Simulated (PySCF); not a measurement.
Be(F)(Me) (CH₃BeF), SMILES [F][Be][CH3].

Geometry: r2SCAN-D4/def2-TZVP.

The numbers are results of PySCF with IEF-PCM-PBE0/def2-SVP, not measurements.

The values are the electrostatic part of the solvation free energy, E(continuum) − E(gas) at the gas-phase geometry, in a cavity of scaled van der Waals radii (PySCF's table); cavitation and dispersion terms are not included. A continuum can't describe solvent molecules that bind to the metal. In vacuum the orbital gap is 9.16 eV. The dipole moment in vacuum is 1.36 D.

| solvent | ε | ΔG(elec) (kcal/mol) | dipole (D) | gap (eV) |
|---|---|---|---|---|
| water | 78.36 | -4.8 | 1.39 | 9.12 |
| tetrahydrofuran | 7.43 | -3.9 | 1.40 | 9.12 |
| cyclohexanone | 15.62 | -4.4 | 1.39 | 9.12 |
